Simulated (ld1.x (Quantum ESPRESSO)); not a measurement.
## PBE ultrasoft dataset for V (Z = 23), scalar-relativistic all-electron reference.

```
Element                 : vanadium (V)
Generator               : ld1.x (Quantum ESPRESSO) 7.5
Type                    : ultrasoft
Functional              : PBE
Relativity              : scalar-relativistic
Frozen core             : [Ar]
Valence charge          : 5
Reference configuration : 3d3 4s0 4p0 (charge +2)
Partial waves           : 4s (bound, empty): rcut 2.38, rcutus 2.96 bohr; 4s channel at 2.3 Ry: rcut 2.38, rcutus 2.96 bohr; 4p (bound, empty): rcut 2.28, rcutus 3.08 bohr; 4p channel at -0.6 Ry: rcut 2.28, rcutus 3.08 bohr; 3d (bound): rcut 1.88, rcutus 2.44 bohr; 3d channel at -0.7 Ry: rcut 1.88, rcutus 2.44 bohr
Local potential         : all-electron potential smoothed inside 2.16 bohr (lloc = -1)
Core correction         : Bessel-smoothed model core inside 1.00 bohr
Augmentation charge     : built from norm-conserving waves at rcut, not smoothed further
```

All-electron outer shells of the reference configuration (PBE, scalar-relativistic, ld1.x):

```csv
shell,level (eV),outermost node (bohr),outermost maximum (bohr)
3p,-60.58,0.35,0.84
3d,-21.32,–,0.88
4s,-17.80,1.16,2.46
4p,-12.96,1.27,2.90
```

**Question.** Does the generator finish with these settings?

**Answer.** Yes, a potential is produced and its reference levels are reproduced.

**Question.** Is the overlap operator S = 1 + Σ q|β⟩⟨β| positive definite (Bessel basis up to 400 Ry)?

**Answer.** Yes: its lowest eigenvalue is 0.38 (d channel).

Its largest configuration-test error is -113 meV (3d3 4s2 4p0). Test run stopped at test 3 of 7 (negative rho).

A Bessel basis up to 400 Ry misses an occupied level by 0.12 Ry, so cutoffs and ghosts were not judged.
